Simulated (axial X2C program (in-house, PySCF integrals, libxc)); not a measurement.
Bond lengths and stretching modes, held linear, of HAsH

Computed with an axial X2C code built on PySCF integrals: two-component X2C with atomic mean-field Coulomb and Gaunt terms, Gaussian nuclei, basis H dyall-v3z, As dyall-v3z with contracted cores. Spin-free rows use the one-electron spin-free X2C Hamiltonian.

Masses H 1.008, As 74.922, H 1.008 u. States: 2c Ω = 3/2 (beyond evenly filled blocks: ω = 3/2); spin-free M_S = 3/2, Λ = 0 (beyond evenly filled blocks: σα, π+α, π-α).

B3LYP, 2c: energies above the lowest point

```
r(H–As) (Å)  r(As–H) (Å)  E (meV)
     1.6409       1.6409    33.30
     1.6409       1.6830    14.29
     1.6409       1.7251     5.67
     1.6830       1.6409    14.29
     1.6830       1.6830     1.99
     1.6830       1.7251     0.00
     1.6830       1.7672     5.59
     1.7251       1.6409     5.67
     1.7251       1.6830     0.00
     1.7251       1.7251     4.65
     1.7672       1.6830     5.59
     1.7672       1.7672    35.50
```

Task: Fit a quadratic surface with cubic terms in each bond: where is the minimum, and what are the two stretching wavenumbers?

Result: At B3LYP, 2c: bonds 1.700 and 1.700 Å; harmonic stretches 633.6 and 1550.5 cm⁻¹; force constants 0.83, 0.83 and coupling 0.60 mdyn/Å.

The other levels and Hamiltonians give:

| Hamiltonian | level | r(H–As) (Å) | r(As–H) (Å) | lower stretch (cm⁻¹) | upper stretch (cm⁻¹) |
| --- | --- | --- | --- | --- | --- |
| 2c | PBE0 | 1.685 | 1.685 | 723.4 | 1612.6 |
| spin-free | PBE0 | 1.684 | 1.684 | 727.4 | 1613.3 |
| spin-free | B3LYP | 1.700 | 1.700 | 639.1 | 1551.3 |

Each state is one determinant, the lowest of a limited PBE0 search; the stretches come from a fit to these few points and carry an uncertainty of a few per cent. Other orders of the atoms were not compared. Left out for rough or failed fits: HF 2c, MP2 2c, HF spin-free, MP2 spin-free. The molecule was held linear; bending was not examined, so a bent shape may lie lower. Note: several unpaired electrons, one determinant need not be a pure state.
